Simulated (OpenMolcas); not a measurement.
## A ladder of methods for AlNH3OF (SMILES [NH2][Al]([OH])[F])

AlNH3OF: 7 atoms, total charge 0, spin state singlet. SMILES: `[NH2][Al]([OH])[F]`. Geometry: relaxed at PBE0-D4/def2-TZVP. This is one conformer, not always the lowest.

```xyz
7

N    -0.5698    0.9268   -0.5308
Al   -0.1333   -0.6300    0.1518
O     1.3684   -1.0042    0.8190
F    -1.2656   -1.8221    0.1465
H    -1.4732    1.1302   -0.9251
H     0.0296    1.7323   -0.5867
H     2.1052   -0.4010    0.8795
```

Each level gives the vertical ionisation energy (to the doublet cation) (eV). The values are calculated.

```tsv
level	kind	program	value (eV)	less CCSD(T)/cc-pVDZ
HF/cc-pVDZ	Hartree–Fock	OpenMolcas	8.95	-1.00
SVWN5/cc-pVDZ	LDA	OpenMolcas	10.07	+0.12
BLYP/cc-pVDZ	GGA	OpenMolcas	9.65	-0.30
PBE/cc-pVDZ	GGA	OpenMolcas	9.81	-0.14
r2SCAN/cc-pVDZ	meta-GGA	OpenMolcas	9.94	-0.01
B3LYP/cc-pVDZ	global hybrid	OpenMolcas	10.09	+0.14
BHLYP/cc-pVDZ	global hybrid	OpenMolcas	10.05	+0.10
CCSD(T)/cc-pVDZ, open shells restricted	coupled cluster or CI	OpenMolcas	9.95	0.00
```

CCSD(T)/cc-pVDZ, open shells restricted is the highest level here, not the true value. The values span 8.95 to 10.09 eV.
